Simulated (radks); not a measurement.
Values are calculated unless marked as measured or tabulated.
Q: Radial electron density D(r) = 4 pi r^2 rho(r) of an atom or ion with 65 electrons. Code: a radial shooting solver on a logarithmic mesh with Libxc functionals. Model: scalar-relativistic Kohn-Sham, exchange-only LDA, spin-polarised, spherical densities, finite nucleus; Fermi nuclear charge, rms radius of each element as measured or else 0.836 A^(1/3) + 0.57 fm.

```
   r/bohr * D(r) (the largest magnitude, 120, reaches the edge; | marks zero)
 0.003998 |                *
 0.004654 |                   *
 0.005418 |                       *
 0.006307 |                           *
 0.007342 |                               *
 0.008548 |                                  *
 0.009951 |                                     *
  0.01158 |                                       *
  0.01349 |                                        *
   0.0157 |                                        *
  0.01828 |                                       *
  0.02128 |                                     *
  0.02477 |                                    *
  0.02884 |                                    *
  0.03357 |                                     *
  0.03908 |                                         *
   0.0455 |                                              *
  0.05297 |                                                   *
  0.06166 |                                                      *
  0.07178 |                                                     *
  0.08357 |                                                 *
  0.09729 |                                            *
   0.1133 |                                         *
   0.1319 |                                          *
   0.1535 |                                              *
   0.1787 |                                                *
    0.208 |                                             *
   0.2422 |                                    *
   0.2819 |                          *
   0.3282 |                     *
   0.3821 |                      *
   0.4448 |                         *
   0.5178 |                         *
   0.6029 |                     *
   0.7018 |               *
    0.817 |          *
   0.9512 |       *
    1.107 |     *
    1.289 |    *
    1.501 |   *
    1.747 |  *
    2.034 |*
    2.368 |*
    2.756 *
    3.209 *
    3.736 *
    4.349 *
    5.063 *
    5.894 *
    6.861 *
```

What is the nuclear charge?

A: Z = 67. The innermost maximum, from 1s, lies near gamma/Z bohr with gamma = sqrt(1 - (Z/c)^2) = 0.872, here 0.013 bohr (found: 0.0143), and its height grows with Z. The density is that of the holmium ion Ho2+ in [Xe] 4f11; the configuration itself is not fixed sharply by these data, and Z only to a few units. D(r) has 4 maxima, at r = 0.0143, 0.0642, 0.179, 0.486 bohr, and minima at 0.0273, 0.117, 0.344 bohr, inside which lie 1.92, 11.16, 29.47 electrons.
